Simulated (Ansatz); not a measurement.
Reaction (ligand exchange at a Zr–C bond): `C#[C][Zr]([Cl])([Cl])[Cl]` + HI → `[Cl][Zr]([Cl])([Cl])[I]` + acetylene

Isolated molecules relaxed with PBE0-D4/def2-TZVP in Ansatz; ΔE leaves out vibrations. CCSD(T)/CBS adds triple-zeta CCSD(T) − MP2 to the extrapolated MP2 energy (def2 sets, frozen cores). This one scheme is used for every species. def2 core potentials past Kr. For I, Zr outer-core shells are correlated without core-valence functions, which leaves a few kJ/mol of doubt a bond.

`C#[C][Zr]([Cl])([Cl])[Cl]`:

```xyz
7

C    -1.738    1.399   -0.325
C    -0.801    0.644   -0.149
Zr    0.857   -0.690    0.160
Cl    2.086    0.092    1.966
Cl    2.146   -0.701   -1.769
Cl    0.010   -2.805    0.595
H    -2.561    2.061   -0.478
```

HI:

Z-matrix (Å, degrees):
```
I
H 1 1.610
```

`[Cl][Zr]([Cl])([Cl])[I]`:

```xyz
5

Cl   -2.279    0.526   -0.065
Zr   -0.036   -0.028    0.060
Cl    0.876    0.874    1.986
Cl    0.191   -2.330    0.101
I     1.248    0.958   -2.081
```

`C#C`:

Cartesian coordinates in Å:
```
C 0.579 0.055 0.141
C -0.579 -0.055 -0.141
H 1.609 0.154 0.391
H -1.609 -0.154 -0.391
```

```
                    species  CCSD(T)/CBS(def2) energy (Eh)
`C#[C][Zr]([Cl])([Cl])[Cl]`                    -1503.20894
                         HI                     -298.03592
  `[Cl][Zr]([Cl])([Cl])[I]`                    -1724.06608
                      `C#C`                      -77.22717
```

(1) Work out ΔE.

Largest T1 diagnostic among the species: 0.016.

Answers

(1) ΔE = (-1724.06608) + (-77.22717) − (-1503.20894) − (-298.03592) = -0.04839 Eh = -127.0 kJ/mol.

At CCSD(T), def2-SVP lies +14.1 kJ/mol from the extrapolated value and def2-TZVPP +8.7 kJ/mol. The D4 term adds −3.3 kJ/mol with B3LYP and −1.6 kJ/mol with PBE0; it sums over pairs of atoms, weighted by their polarisabilities, and B3LYP, whose exchange is more repulsive, gets the larger term. Leaving LDA and LC-ωPBE aside and taking each functional with its dispersion term where it has one, the values, not all of them listed here, spread over 18.2 kJ/mol, from PBE-QIDH to B97M-V. LDA lies −6.6 kJ/mol from PBE without D4.

B3LYP here is the variant with VWN-RPA as its local correlation; programs differ in this.
